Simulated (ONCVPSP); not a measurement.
# Scattering properties, ONCV potential for Cu (Z = 29)

- Element: copper
- Generator: ONCVPSP 4.0.1
- Type: optimised norm-conserving Vanderbilt (ONCV)
- Functional: LDA (Perdew-Wang 92)
- Relativity: fully relativistic
- Frozen core: [Ne]
- Valence charge: 19
- Reference configuration: 3s2 3p6 3d9 4s2
- Partial waves: 3s+4s: rc 1.05 bohr, ncon 3, nbas 7, qcut 6.8 1/bohr, 3 projectors, debl 1.9 Ha; 3p: rc 0.75 bohr, ncon 4, nbas 7, qcut 12.7 1/bohr, 1 projector; 3d: rc 1.05 bohr, ncon 4, nbas 9, qcut 13.4 1/bohr, 2 projectors, debl 1.5 Ha
- Local potential: polynomial inside 0.60 bohr (lpopt 5, dvloc0 0 Ha)
- Core correction: Teter function, fcfact 4.75, rcfact 1.75

Open shells are filled in proportion to 2j + 1.

The phase is arctan(r·R′/R) of the radial function R(r), unwrapped; energies in Ha, scanned from -6 to 5 Ha. A pole is an energy at which the radial function vanishes at the test radius. The pseudo phase is shifted by a multiple of π to meet the all-electron one at the reference energy, and phase errors are pseudo minus all-electron; the curves can meet again beyond the range given. Levels narrower than the energy grid can be missing from the lists of poles.

```csv
channel,radius (bohr),reference energy (Ha),"poles, all-electron","poles, pseudo",unbroken range about the reference energy with phases within 0.05 rad,phase error 1 Ha above the reference energy (rad)
s,1.06,-0.22,-2.85,-2.85,the whole range,+0.000
p3/2,0.76,-2.80,none,4.61,the whole range,-0.000
p1/2,0.76,-2.90,4.74,4.33,the whole range,-0.000
d5/2,1.06,-0.36,1.38,1.38,the whole range,-0.000
d3/2,1.06,-0.37,1.35,1.35,the whole range,-0.000
```

Phases in the p1/2 channel:

| E (Ha) | all-electron | pseudo |
| --- | --- | --- |
| -5.96 | -0.188 | -0.198 |
| -5.40 | -0.400 | -0.407 |
| -4.84 | -0.594 | -0.598 |
| -4.28 | -0.761 | -0.763 |
| -3.72 | -0.899 | -0.899 |
| -3.16 | -1.011 | -1.011 |
| -2.60 | -1.102 | -1.102 |
| -2.04 | -1.177 | -1.177 |
| -1.48 | -1.239 | -1.240 |
| -0.92 | -1.291 | -1.292 |
| -0.36 | -1.336 | -1.338 |
| 0.20 | -1.374 | -1.377 |
| 0.76 | -1.408 | -1.412 |
| 1.32 | -1.438 | -1.442 |
| 1.88 | -1.464 | -1.470 |
| 2.44 | -1.489 | -1.496 |
| 3.00 | -1.511 | -1.520 |
| 3.56 | -1.531 | -1.542 |
| 4.12 | -1.551 | -1.563 |
| 4.68 | -1.569 | -1.583 |
